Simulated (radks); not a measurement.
Values are calculated unless marked as measured or tabulated.
Cu22+, 7 electrons, occupied as [He] 2s2 2p3 (the NIST ground configuration).

Level of theory: Dirac Kohn-Sham, LB94 model potential, spin-unpolarised, spherical densities, finite nucleus; open shells fill j = l - 1/2 first; Fermi nuclear charge, rms radius 3.8823 fm (a radial shooting solver on a logarithmic mesh with Libxc functionals).

Energy parts (eV):
kinetic: 35059.359
electron-nucleus: -72535.834
Hartree: 4174.928
(The LB94 potential has no energy functional, so no total or exchange-correlation energy is given.)

Orbitals (lengths in bohr, moments of r in powers of bohr; <r^-3> diverges for s and p1/2; r(max) is where P^2 peaks; r(90%) holds 90 % of the orbital's charge):
orbital  occ.  eigenvalue (eV)   r(max)     <r^2>  r(90%)  <r^-3>  small-component weight
1s1/2       2        -10172.59  0.03408  0.003612  0.0925       -                1.10e-02
2s1/2       2        -2138.039   0.1905   0.05819   0.342       -                2.31e-03
2p1/2       2        -2043.474   0.1489   0.04392   0.308       -                2.31e-03
2p3/2       1        -2019.286   0.1514   0.04516   0.312   794.4                2.28e-03
3s1/2       0        -890.3934   0.5041    0.3163   0.763       -                9.29e-04
3p1/2       0        -861.5780   0.4762    0.2906   0.741       -                9.16e-04
3p3/2       0        -855.0841   0.4806    0.2953   0.747   214.1                9.08e-04

The highest occupied level is 2p3/2 at -2019.3 eV. For comparison, the ionisation energy in NIST's Atomic Spectra Database is 2044 eV (semi-empirical). In exact Kohn-Sham theory the highest level is minus the ionisation energy, but local and semilocal functionals leave it too shallow, through self-interaction and a potential that decays too fast; potentials with the right tail come closer. The density falls to 0.001 e/bohr^3 at r = 0.73 bohr. The electron density at the nucleus is 2.219e+04 e/bohr^3. Summed over all electrons, <r^2> = 0.2566 bohr^2, which gives a Langevin (diamagnetic) susceptibility term of -0.203 x 10^-6 cm^3/mol.

Beside tabulated values, note that spin-unpolarised runs miss the spin-polarisation part of the exchange energy of open shells.
